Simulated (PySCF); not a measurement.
Computed Raman spectrum (relative Raman activity) of a molecule H7NO2Si2. Geometry: r2SCAN-D4/def2-SVP. One conformer was computed; it need not be the lowest. Calculation: r2SCAN-D4/def2-SVP run with PySCF. Frequencies are harmonic and unscaled.

Lines under 2 % of the strongest are left out, and lines within 2 cm⁻¹ are merged.

ν (cm⁻¹): 215 (vw), 605 (w), 647 (vw), 768 (w), 812 (w), 861 (w), 892 (w), 901 (w), 916 (vw), 936 (w), 971 (w), 988 (w), 1545 (vw), 2232 (m), 2238 (vs), 2261 (s), 2265 (vs), 3580 (s), 3681 (m), 3883 (s) (against the strongest line: vs over 80 %, s over 45 %, m over 15 %, w over 4 %, vw less)

Task: Pick the molecule that these values belong to.
(A) N[SiH2]O[SiH2]O
(B) O[SiH](O)N[SiH3]
(C) N[Si](O)(O)[SiH3]
(D) N[SiH2][SiH](O)O

Result: A, N[SiH2]O[SiH2]O
